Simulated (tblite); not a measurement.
Compound: C6H8FO (doublet state).
Structure used (GFN2-xTB), in Å, numbered top down from 1:
```xyz
16
C6H8FO angstrom
C     -2.5118   -0.2550    0.7258
C     -1.5952    0.3088   -0.3569
F     -1.3478    1.6419   -0.0740
C     -0.3099   -0.4547   -0.4547
C      0.8897    0.0523   -0.1734
C      2.1291   -0.6939   -0.2908
C      3.3015   -0.2339    0.1181
O      3.8028    0.9330    0.4282
H     -3.4190    0.3412    0.7889
H     -2.0043   -0.2294    1.6873
H     -2.7749   -1.2815    0.4888
H     -2.1108    0.3083   -1.3297
H     -0.4224   -1.4787   -0.7797
H      0.9689    1.0765    0.1672
H      2.0470   -1.7196   -0.6171
H      3.3495    1.6936    0.0197
```

All values are computed: GFN2-xTB (tblite) harmonic vibrations without scaling, gas phase. Errors from tens to a few hundred cm⁻¹ against measured bands are possible. One conformer, not necessarily the lowest. Open shells enter through the occupations alone, without spin polarisation, and single modes of such species can be off by tens of per cent.

Harmonic wavenumbers (cm⁻¹): 38.2, 89.7, 123.5, 140.7, 186.0, 218.6, 311.7, 331.5, 394.2, 457.9, 478.9, 576.8, 627.3, 744.6, 808.2, 861.7, 963.1, 992.0, 1022.0, 1047.8, 1081.9, 1130.4, 1148.6, 1150.5, 1207.0, 1263.0, 1287.8, 1296.6, 1320.9, 1392.9, 1473.8, 1485.2, 1613.1, 1684.7, 2864.4, 3042.3, 3046.0, 3057.0, 3058.8, 3073.2, 3083.1, 3250.6.

A = 5027, B = 830.0, C = 756.6 MHz; mass 115.056 u (most abundant isotopes); point group C1, symmetry number 1; spin multiplicity 2.

Question: Zero-point energy?

Answer: ½Σν̃ = 26713 cm⁻¹ = 319.56 kJ/mol.

Question: Give the ideal-gas entropy at 200 K and 1 bar in the rigid-rotor, harmonic-oscillator model (classical rotation).

Answer: Translation 159.74, rotation 116.40, vibration 73.75, spin (R ln 2) 5.76: S = 355.7 J/(mol K).

Question: And Cp and H(200 K) − H(0)?

Answer: Cp = 110.46 J/(mol K), of which vibrations give 77.20 (their classical limit is 42 R = 349.2); H(200 K) − H(0) = 14.64 kJ/mol without the zero-point energy, 7.98 from vibrations.

Question: Which modes carry the vibrational entropy at 200 K?

Answer: 38.2 cm⁻¹: 19.08; 89.7 cm⁻¹: 12.10; 123.5 cm⁻¹: 9.57; 140.7 cm⁻¹: 8.56; 186.0 cm⁻¹: 6.49; 218.6 cm⁻¹: 5.36 J/(mol K); the other 36 give 12.60 together.

Question: What must be added to the electronic energy to get the Gibbs energy at 200 K and 1 bar?

Answer: ZPE + [H(200 K) − H(0)] − T·S = 319.56 + 14.64 − 71.13 = 263.07 kJ/mol.

Question: How do the functions run with temperature in this model?

Answer: 
| T (K) | S (J/(mol K)) | Cp (J/(mol K)) | H − H(0) (kJ/mol) | G − H(0) (kJ/mol) | ln q(vib) |
| --- | --- | --- | --- | --- | --- |
| 150 | 326.4 | 93.5 | 9.53 | -39.43 | 2.86 |
| 250 | 382.1 | 127.5 | 20.58 | -74.95 | 5.26 |
| 298.15 | 406.0 | 144.2 | 27.12 | -93.93 | 6.39 |
| 400 | 453.2 | 178.3 | 43.58 | -137.72 | 8.73 |
| 600 | 536.1 | 230.9 | 84.83 | -236.86 | 13.18 |
| 900 | 640.0 | 280.5 | 162.18 | -413.83 | 19.38 |

q(vib) and H(0) count from the zero-point level.

Hindered rotation and anharmonicity are outside this model. Other conformers, if any are populated, would add a mixing term that is left out. The structure is chiral; the term R ln 2 for an equal mix with its mirror image is left out.

Hardware: one thread, AMD EPYC (x86_64), shared host. Cost: 0.94 s of wall time. This covers the Hessian and the dipole derivatives.
